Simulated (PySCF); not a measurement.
## Polarisability and C₆ of S²⁺ (sulfur, charge +2)

[Ne] 3s2 3p2, high-spin 3P determinant. Calculation: PySCF 2.14, in aug-cc-pVQZ-DK (7s6p4d3f2g, 84 functions); scalar relativity by spin-free X2C-1e. Coupled (time-dependent) response in atomic units; α is the mean over directions.

```tsv
method	mean α (bohr³)	α xx, yy, zz	C₆ (like pair)	S(−4)
UHF	7.435	7.669, 7.318, 7.318	27.07	20.20
PBE	7.243	7.403, 7.163, 7.163	26.19	17.91
PBE0	7.255	7.444, 7.161, 7.161	26.25	18.09
M06	7.225	7.331, 7.172, 7.172	25.55	18.60
B97-3	7.280	7.452, 7.194, 7.194	26.38	18.22
```

S(−4) is the Cauchy moment in α(ω) = α(0) + S(−4) ω² + …

α(iu) at B97-3:

```json
{"u (hartree)": "0", "α(iu) (bohr³)": "7.280"}
{"u (hartree)": "0.0500", "α(iu) (bohr³)": "7.235"}
{"u (hartree)": "0.100", "α(iu) (bohr³)": "7.103"}
{"u (hartree)": "0.200", "α(iu) (bohr³)": "6.628"}
{"u (hartree)": "0.300", "α(iu) (bohr³)": "5.977"}
{"u (hartree)": "0.500", "α(iu) (bohr³)": "4.583"}
{"u (hartree)": "0.750", "α(iu) (bohr³)": "3.185"}
{"u (hartree)": "1.00", "α(iu) (bohr³)": "2.254"}
{"u (hartree)": "1.50", "α(iu) (bohr³)": "1.258"}
{"u (hartree)": "2.00", "α(iu) (bohr³)": "0.7970"}
{"u (hartree)": "3.00", "α(iu) (bohr³)": "0.4103"}
{"u (hartree)": "5.00", "α(iu) (bohr³)": "0.1791"}
```

A single London oscillator, α(iu) = α/(1 + u²/ω²), gives C₆ = (3/4) ω α². Matching the computed C₆ needs ω = 4 × 26.38 / (3 × 7.280²) = 0.664 hartree.

For an ion, C₆ is the dispersion term alone; charge-induced terms of lower order in 1/R come first.

The components differ because the open shell of this determinant is not spherical; for a pure term their mean is the scalar polarisability.
